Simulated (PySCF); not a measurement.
C3H6Cl, SMILES C[C](C)Cl (connectivity only; charge and spin as stated), charge +1, multiplicity 1. Heavy atoms are numbered as in [CH3:1][C:2]([CH3:3])[Cl:4]. Hydrogens are named by the atom that carries them.

The structure is a stationary point at B3LYP-D3(BJ)/def2-SVP. The spin state was assumed, not searched. The isomer is the one that the SMILES or the coordinates give; other isomers of the formula were not compared.

The numbers are results of PBE0/pcSseg-1 run with PySCF, not measurements.

GIAO shieldings, no solvent; atoms alike by connectivity are averaged. δ = σ(ref) − σ: ¹³C against TMS (σ = 186.3 ppm); ³⁵Cl against HCl (σ = 945.9 ppm); ¹H against TMS (σ = 31.56 ppm), references at their B3LYP-D3(BJ)/def2-TZVP geometries, non-relativistic (without spin–orbit terms, shifts of atoms bonded to Cl or Br come out too high).

Computed chemical shifts:
```tsv
nucleus	atoms	count	δ (ppm)
¹³C	C2	1	329.9
¹³C	C1 (CH3)	2	57.2
³⁵Cl	Cl4	1	877.1
¹H	H on C1	6	4.62
```
